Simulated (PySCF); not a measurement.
**Computed properties of CH₅FOSi, SMILES C[Si@H](O)F**

CH₅FOSi, SMILES C[Si@H](O)F. The structure is a stationary point at B3LYP-D3(BJ)/def2-SVP. The structure was generated by enumeration; whether it is a known compound was not checked. One conformer was computed; it need not be the lowest. All values are computed for the isolated molecule unless a solvent is named; none is compared with measurement here.

**Structure.** All 21 harmonic modes at B3LYP-D3(BJ)/def2-SVP (PySCF) are real, so it is a minimum. With heavy atoms numbered as in [CH3:1][Si@H:2]([OH:3])[F:4], the shortest bond between them is Si2–F4 at 1.632 Å and the longest C1–Si2 at 1.864 Å.

**Vibrations.** The strongest infrared lines (harmonic, unscaled, degenerate partners summed) lie at 968 cm⁻¹ (246 km/mol, Si 46 %, H 23 %, O 18 %, F 10 %), 924 cm⁻¹ (184 km/mol, H 56 %, Si 26 %), 822 cm⁻¹ (163 km/mol, H 45 %, O 22 %, Si 18 %, C 11 %). The softest mode is at 149 cm⁻¹ and the zero-point energy is 39.2 kcal/mol.

**Electronic structure.** PBE0/def2-TZVP (PySCF) places the frontier levels at -8.94 and 0.66 eV, a gap of 9.60 eV, and gives a dipole moment of 2.20 D and a mean polarisability of 39.4 bohr³. PBE/def2-TZVP (PySCF) at the same geometry gives -7.46 and -0.22 eV, so its gap is 2.36 eV narrower. An orbital gap is neither the optical nor the fundamental gap.

**Excitations.** TDA-B3LYP/def2-SVPD (PySCF) has S1 at 7.65 eV (162 nm, f = 0.033, weak); the most intense of the 10 singlets computed lies at 9.29 eV (f = 0.11). T1 (TDA) is at 7.38 eV, 0.27 eV under S1. TDA-PBE/def2-SVPD (PySCF) puts S1 at 7.06 eV. No vertical singlet excitation falls in the visible range (under 3.1 eV).

**NMR.** GIAO shifts at B3LYP/pcSseg-1 (PySCF) (non-relativistic, atoms alike by connectivity averaged): ¹³C at 2.5 ppm against TMS; ¹H from 0.5 to 5.0 ppm against TMS; ²⁹Si at -7.3 ppm against TMS; ¹⁹F at -157.4 ppm against CFCl3.

**Solvation.** SMD-M06-2X/def2-SVP (PySCF) gives -4.3 kcal/mol in water, -5.4 kcal/mol in 1-octanol, -4.9 kcal/mol in dichloromethane (1 M in both phases, gas-phase geometry); of these solvents 1-octanol holds the molecule best.
